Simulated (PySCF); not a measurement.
# Polarisability and C₆ of Mg²⁺ (magnesium, charge +2)

[Ne], closed-shell 1S. Calculation: PySCF 2.14, in x2c-QZVPPall with one added diffuse shell each of s, p, d, f type (10s7p6d3f, 82 functions); the spin-free X2C one-electron Hamiltonian (Gaussian nucleus). Coupled (time-dependent) response in atomic units; α is the mean over directions.

```tsv
method	mean α (bohr³)	C₆ (like pair)	S(−4)
UHF	0.4662	0.5503	0.05178
PBE	0.5099	0.6139	0.06742
PBE0	0.4959	0.5936	0.06204
r2SCAN0	0.4854	0.5848	0.05700
CAM-B3LYP	0.5017	0.6012	0.06452
```

S(−4) is the Cauchy moment in α(ω) = α(0) + S(−4) ω² + …

α(iu) at UHF:

```csv
u (hartree),α(iu) (bohr³)
0,0.4662
0.0500,0.4660
0.100,0.4656
0.200,0.4641
0.300,0.4616
0.500,0.4537
0.750,0.4393
1.00,0.4210
1.50,0.3781
2.00,0.3334
3.00,0.2544
5.00,0.1528
```

A single London oscillator, α(iu) = α/(1 + u²/ω²), gives C₆ = (3/4) ω α². Matching the computed C₆ needs ω = 4 × 0.5503 / (3 × 0.4662²) = 3.38 hartree.

For an ion, C₆ is the dispersion term alone; charge-induced terms of lower order in 1/R come first.
